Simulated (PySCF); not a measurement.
BrSnN: from structure and modes to constants

Level of theory: PySCF, PBE0, basis Sn def2-TZVP with ECP28, N def2-TZVP, Br def2-TZVP (scalar-relativistic core potentials, no spin–orbit coupling, density fitting).

The singlet minimum has C∞v symmetry. Masses (u): Sn 119.90220, N 14.00307, Br 78.91834.

```xyz
3
charge 0 multiplicity 1, angstrom
Sn    0.0000    0.0000   -0.7876
N     0.0000    0.0000   -2.6094
Br    0.0000    0.0000    1.6597
```

Harmonic wavenumbers (cm⁻¹): 76.2 (π, ×2), 256.3 (σ+, ×1), 873.7 (σ+, ×1).

Find the principal moments of inertia and the rotational constants. What kind of rotor is it?

About the centre of mass I = 387.1 u Å². With B = 16.8576/I this gives 0.04355 cm⁻¹. The molecule is linear.

What is the harmonic zero-point energy?

Half the sum of all 4 wavenumbers, 1282/2 = 641 cm⁻¹, which is 7.7 kJ/mol (1 cm⁻¹ = 0.0119627 kJ/mol).

Find the vibrational entropy and heat capacity at 298.15 K.

With u = 1.43878 ω/T, each mode gives S = R[u/(eᵘ−1) − ln(1−e⁻ᵘ)] and C = R u² eᵘ/(eᵘ−1)².
```csv
ω (cm⁻¹),u,S (J/(mol K)),C (J/(mol K))
76.2 (×2),0.367,16.68,8.22
256.3,1.237,7.06,7.33
873.7,4.216,0.65,2.25
```
The sums over all modes are S = 41.1 and C = 26.0 J/(mol K); the softest mode gives 41 % of the entropy (each member, where degenerate).

Give the standard entropy (298.15 K, 1 bar) by its translational, rotational, vibrational and spin parts, and Cp.

Sackur–Tetrode with M = 212.82 u gives 175.7; rotation with symmetry number 1 gives 78.7; vibration 41.1; spin R ln 1 = 0.0. The total is 295.5 J/(mol K), and Cp = 7/2 R + 26.0 = 55.1 J/(mol K).

Only a few start shapes were tried, so a lower isomer may exist.
